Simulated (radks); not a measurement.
Results of a calculation; reference values are marked as such.
The fluorine ion F+, configuration [He] 2s1.75 2p4 3d0.25 (fractional occupations, a model configuration). Level of theory: scalar-relativistic Kohn-Sham, LDA (Slater exchange, Perdew-Wang correlation), spin-polarised, spherical densities, finite nucleus; open shells are filled with parallel spins first; Fermi nuclear charge, rms radius 2.8976 fm (a radial shooting solver on a logarithmic mesh with Libxc functionals). Some entries of the table are withheld. Estimate them.

| orbital | occ. | eigenvalue (hartree) | <r^2> (bohr^2) |
|---|---|---|---|
| 1s up | 1 | -25.17442 | 0.04248 |
| 1s down | 1 | -25.09230 | 0.04225 |
| 2s up | 1 | -1.93116 | 1.079 |
| 2s down | 0.75 | -1.76722 | 1.136 |
| 2p up | 3 | -1.24725 | 1.135 |
| 2p down | 1 | -1.08090 | 1.262 |
| 3s up | 0 | -0.29909 | 15.19 |
| 3s down | 0 | -0.27766 | 16.26 |
| 3p up | 0 | -0.20446 | 24.25 |
| 3p down | 0 | -0.18691 | 26.61 |
| 3d up | 0.25 | -0.11336 | 51.11 |
| 3d down | 0 | -0.10382 | 56.43 |
| 4f up | 0 | (1) | (2) |
| 4d up | 0 | -0.05193 | 197.9 |
| 4f down | 0 | (3) | (4) |
| 4d down | 0 | -0.04869 | 218.8 |

Answer. 
(1) 4f up eigenvalue (hartree): -0.05300
(2) 4f up <r^2> (bohr^2): 138.2
(3) 4f down eigenvalue (hartree): -0.04935
(4) 4f down <r^2> (bohr^2): 154.7
